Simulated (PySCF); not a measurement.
Electronic absorption of C2H5BrOSi

Compound: C₂H₅BrOSi.
Numbering: `[CH2:1]=[CH:2][O:3][SiH2:4][Br:5]` (hydrogens: H6, H7 on C1; H8 on C2; H9, H10 on Si4)

Level of theory: TDDFT CAM-B3LYP/def2-SVPD, vertical, gas phase, core orbitals frozen in the response (PySCF 2.14.0, density-fitted response routines). One conformer (not necessarily the lowest) at the PBE0-D3(BJ)/def2-SVP geometry, without solvent, vibrations or thermal averaging. Relativistic effects, spin–orbit coupling among them, are left out although an element past zinc is present. Torsions of this conformer, `[CH2:1]=[CH:2][O:3][SiH2:4][Br:5]`: C1–C2–O3–Si4 13°, C2–O3–Si4–Br5 -71°.

```
state  E (eV)  λ (nm)       f  main configurations (H = HOMO, L = LUMO)
   S1    6.57   188.8   0.083                                 H→L (85%)
   S2    6.74   184.1   0.013                  H→L+1 (64%), H→L+2 (19%)
   S3    7.06   175.6   0.033                               H-1→L (88%)
   S4    7.09   174.8   0.080     H→L+2 (58%), H→L+3 (13%), H→L+1 (12%)
   S5    7.27   170.6   0.038                               H-2→L (80%)
   S6    7.37   168.1   0.073     H→L+3 (52%), H→L+6 (13%), H→L+5 (10%)
   S7    7.52   164.9  0.0070                  H→L+4 (60%), H→L+6 (18%)
   S8    7.62   162.6  0.0015              H-1→L+2 (50%), H-1→L+1 (32%)
   S9    8.01   154.9  0.0078      H→L+5 (57%), H→L+9 (11%), H→L+6 (8%)
  S10    8.03   154.3  0.0065              H-2→L+2 (46%), H-2→L+1 (22%)
```

Triplets (Tamm–Dancoff): T1 4.30 eV, H→L+3 (58%), H→L (19%), H→L+2 (12%); T2 6.55 eV, H→L+1 (61%), H→L+2 (23%); T3 6.59 eV, H-1→L (46%), H→L (30%); T4 6.66 eV, H→L (37%), H-1→L (36%).

The lowest singlet lies at 6.57 eV (189 nm, vacuum ultraviolet) and is of moderate strength; its leading configuration is HOMO→LUMO (85%). The lowest level is also the most intense of those listed (f = 0.083). Löwdin shares by element: HOMO carbon 66%, oxygen 22%; LUMO bromine 42%, silicon 22%, oxygen 8%, hydrogen 8% or more (atoms not listed hold the other 20%). The listed states span 1.47 eV, and the widest gap between neighbours is 0.38 eV (S8 to S9). Of the 10 states listed, 6 reach f = 0.01 and none stays under 0.0005. The oscillator strengths of these states sum to 0.343; summed over the whole spectrum of an exact calculation they would give the number of electrons, 74 (Thomas–Reiche–Kuhn). The vertical ionisation energy (ΔSCF) is 9.52 eV, 1.49 eV above S10. The window holds the lowest 10 singlets.
